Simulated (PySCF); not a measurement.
CH6ClFSi2, SMILES [SiH3]C[Si@@H](Cl)F.

Geometry: PBE0-D3(BJ)/def2-SVP. The structure was generated by enumeration; whether it is a known compound was not checked. Other conformers were not sampled.

Two levels are set side by side: TDA-PBE/def2-SVPD (PySCF) and TDA-B3LYP/def2-SVPD (PySCF). Vertical, same geometry. The lowest singlet is HOMO→LUMO 96 % with PBE and HOMO→LUMO+1 45 %, HOMO→LUMO+2 27 %, HOMO→LUMO 25 % with the other functional; states are paired by order. Differences are taken from unrounded values.

| quantity | TDA-B3LYP | TDA-PBE | TDA-PBE minus TDA-B3LYP |
|---|---|---|---|
| lowest singlet excitation (eV) | 7.77 | 7.16 | -0.61 |
| lowest triplet excitation (TDA) (eV) | 7.41 | 6.92 | -0.50 |

Functionals without exact exchange tend to place singlet excitations lower, as here. Differences between two approximate levels are no errors against the true value.

Rough cost on one machine, each run with all the roots and properties that it gave: TDA-B3LYP against TDA-PBE about 2 times.
